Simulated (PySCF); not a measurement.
# Correlation energy of Sn²⁺ (tin, charge +2)

[Kr] 4d10 5s2, closed-shell 1S. Calculation: PySCF 2.14, in cc-pVTZ-PP with ECP28MDF (5s4p3d1f, 39 functions); scalar relativity through the core potential. Frozen: 4s2 4p6 4d10; 2 electrons correlated.

Total MP2 correlation energy: -24.65 mhartree.

Same-spin part 0.00 and opposite-spin part -24.65 mhartree; SCS-MP2 scales them by 1/3 and 6/5 to -29.58 mhartree.

With two correlated electrons CCSD is exact within the correlated space (frozen core and kept virtual orbitals).

```csv
level,correlation energy (mhartree)
CCSD,-34.12
```

Diagnostics: T1 = 0.0038, D1 = 0.0054, largest double amplitude 0.100.

Cost of the coupled-cluster step: 0.09 s of wall time on 1 thread of Neoverse-V1 (shared host), for 2 correlated electrons.
